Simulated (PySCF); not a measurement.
**Assignment exercise: C₈H₁₈N₂**

Atoms are numbered as in `[CH3:1][CH:2]([CH3:3])/[CH:4]=[N:5]\[NH:6][C:7]([CH3:8])([CH3:9])[CH3:10]`; H(Xn) means a hydrogen on atom n.

In vacuum, single conformer, relativity neglected, fast rotation and ring inversion assumed for equivalent nuclei. Geometry from PBE0-D3(BJ)/def2-SVP; NMR shieldings at B3LYP/pcSseg-1/GIAO; PySCF 2.14.

Scale: ¹³C (σ = 179.24 ppm) and ¹H (σ = 31.38 ppm) against TMS (reference shieldings calculated alike).

Task: Assign these signals to the numbered atoms. ¹³C{¹H} NMR (computed): δ 142.8 (CH), 54.1 (C), 30.2 (CH3), 27.2 (CH), 19.8 (CH3).

Result: 
| δ (ppm) | atoms | environment | reason |
| --- | --- | --- | --- |
| 142.8 | C4 | C=N carbon | – |
| 54.1 | C7 | fully substituted sp3 carbon bonded to N | the inductive effect lowers its shielding |
| 30.2 | C8/C9/C10 | methyl carbon | a saturated carbon with 1 carbon neighbour and no heteroatom attached |
| 27.2 | C2 | sp3 CH | a saturated carbon with 3 carbon neighbours and no heteroatom attached |
| 19.8 | C1/C3 | methyl carbon | aliphatic region, no heteroatom directly attached |

Task: Assign these signals to the numbered atoms. ¹H NMR (300 MHz, computed): δ 6.10 (d, 1H), 4.38 (br s, 1H), 2.13 (m, 1H), 1.19 (s, 9H), 1.02 (d, 6H).

Result: 
| δ (ppm) | atoms | environment | reason |
| --- | --- | --- | --- |
| 6.10 | H(C4) | hydrogen on a C=N carbon | – |
| 4.38 | H(N6) | hydrogen on a nitrogen bonded to O or N | exchangeable, gas-phase position |
| 2.13 | H(C2) | hydrogen on an sp3 CH | – |
| 1.19 | H(C8)/H(C9)/H(C10) | hydrogen on a methyl carbon | – |
| 1.02 | H(C1)/H(C3) | hydrogen on a methyl carbon | – |

OH/NH shifts are gas-phase values; hydrogen bonding in solution moves them, usually downfield. Shifts are as computed. Against solution values, carbons near 30 ppm lie about +2 ppm off and those near 130 ppm about +6 ppm. Of 1313 compounds with measured shifts, 239 miss one by over three times the rms of a fit or turn the order of signals round; such compounds aren't used in these exercises. No couplings were computed; multiplicities are counted from neighbouring protons, with m where these are inequivalent, close in shift, in a saturated or five-membered ring or joined by F or P, and br s for small geminal =CH2 splittings.
